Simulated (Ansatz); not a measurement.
Consider the redistribution: `B[Se]CC` + `O[SiH](O)[SiH2][SiH3]` → `B[Se][SiH2][SiH3]` + `CC[SiH](O)O`.

Gas-phase electronic energies from Ansatz, PBE0-D4/def2-TZVP geometries. CBS: MP2 limit from def2 TZ/QZ plus the TZ coupled-cluster correction, frozen cores. DFT in def2-TZVPP. For Se outer-core shells are correlated without core-valence functions, which leaves a few kJ/mol of doubt a bond. Scalar relativity is left out up to krypton. Each species was taken in one conformer, which may not be the lowest.

| species | r2SCAN-D4 energy (Eh) |
| --- | --- |
| `B[Se]CC` | -2506.79341 |
| `O[SiH](O)[SiH2][SiH3]` | -1023.77712 |
| `B[Se][SiH2][SiH3]` | -3009.56181 |
| `CC[SiH](O)O` | -521.04431 |

(1) Work out ΔE.

Largest T1 diagnostic among the species: 0.014.

## Answers

(1) ΔE = (-3009.56181) + (-521.04431) − (-2506.79341) − (-1023.77712) = -0.03559 Eh = -93.4 kJ/mol. CCSD(T)/CBS gives -97.9 kJ/mol.

From PBE to PBE0 (25 % exact exchange), in def2-TZVPP and without D4, ΔE moves by −9.0 kJ/mol. In def2-TZVPP, CCSD(T) changes the Hartree–Fock value by +14.0 kJ/mol (the triples alone add +2.4 kJ/mol) and MP2 by +6.2 kJ/mol.
